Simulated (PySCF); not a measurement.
Compound: SnBrMe3, C3H9BrSn.
Geometry (PBE0-D3(BJ)/def2-SVP, Å), atoms numbered from 1 in this order:
```
atom  x, y, z in Å
Sn1    0.000    0.001    0.381
Br2    0.029    0.028    2.907
C3     2.060   -0.017   -0.216
H4     2.579    0.849    0.218
H5     2.133    0.030   -1.312
H6     2.541   -0.938    0.140
C7    -1.027    1.791   -0.203
H8    -2.057    1.771    0.180
H9    -1.051    1.870   -1.300
H10   -0.508    2.667    0.210
C11   -1.044   -1.790   -0.169
H12   -2.074   -1.754    0.211
H13   -0.533   -2.662    0.263
H14   -1.066   -1.891   -1.264
```

Computed with PBE0-D3(BJ)/def2-SVP geometry optimisation, gas phase, def2 core potentials past Kr in PySCF 2.14.0.

Q: Which atoms are bound to Sn1, and at what distances?

A: 4 atoms: C7 2.145 Å, C3 2.145 Å, C11 2.145 Å, Br2 2.526 Å. The nearest atom not counted as bound is H13, at 2.72 Å (others tie with it).

Q: List the angles at Sn1.

A: 
```json
{"angle": "C7–Sn1–C11", "degrees": "113.2", "distance of the outer atoms (Å)": "3.58"}
{"angle": "C3–Sn1–C7", "degrees": "113.0", "distance of the outer atoms (Å)": "3.58"}
{"angle": "C3–Sn1–C11", "degrees": "112.9", "distance of the outer atoms (Å)": "3.57"}
{"angle": "Br2–Sn1–C11", "degrees": "105.7", "distance of the outer atoms (Å)": "3.73"}
{"angle": "Br2–Sn1–C7", "degrees": "105.6", "distance of the outer atoms (Å)": "3.73"}
{"angle": "Br2–Sn1–C3", "degrees": "105.5", "distance of the outer atoms (Å)": "3.72"}
```

Q: What is the shape at Sn1?

A: Distorted tetrahedral: angles from 105.5° to 113.2°; τ4 = (360° − α − β)/141° = 0.95 with α and β the two widest (0 for a square, 1 for a tetrahedron).

Q: What are the other bond lengths?

A: C3–H4 and 8 like bonds 1.099 Å.

Point group: near C3v, missed by 0.12 Å at most; the miss may be what the optimiser left on a soft mode (Cs holds within 0.08 Å). Charge 0, singlet. Whether it is a minimum is left open (no frequencies).
